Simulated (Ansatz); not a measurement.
The cluster Rb₃⁺ (the lowest singlet isomer of a short search) was relaxed with B3LYP (def2-TZVP) in Ansatz in these states: charge +1 quintet, charge +1 singlet, charge +1 triplet. The geometries follow in no particular order.

In the def2 sets Rb takes a core potential; there is no spin–orbit coupling.

A:

```
atom   x (Å)   y (Å)   z (Å)
 Rb1   2.758   4.393  -0.696
 Rb2   2.531  -4.606   0.588
 Rb3  -5.290   0.213   0.108
```

B:

```
atom    x (Å)    y (Å)    z (Å)
 Rb1   0.2060  -2.7275  -0.0895
 Rb2  -2.3922   1.1719   0.6282
 Rb3   2.1862   1.5556  -0.5387
```

C:

```xyz
3

Rb   -4.8805    0.4731    0.4182
Rb    4.9065    0.2415    0.2921
Rb   -0.0260   -0.7146   -0.7103
```

Task: Judge from the bond lengths which geometry belongs to which state (an estimate).

Result: A is the charge +1 quintet (Rb1–Rb2 9.093 Å, Rb2–Rb3 9.199 Å, Rb1–Rb3 9.104 Å); B is the charge +1 singlet (Rb1–Rb2 4.740 Å, Rb2–Rb3 4.740 Å, Rb1–Rb3 4.740 Å); C is the charge +1 triplet (Rb1–Rb2 9.791 Å, Rb2–Rb3 5.123 Å, Rb1–Rb3 5.123 Å).

At PBE0/def2-TZVP a singlet lies 16.64 eV below the charge +1 quintet. At PBE0/def2-TZVP a singlet lies 0.44 eV below the charge +1 triplet. These are the stationary points nearest to one start from a short search; other shapes may lie lower in each state. The charge +1 quintet has come apart into loosely held pieces.
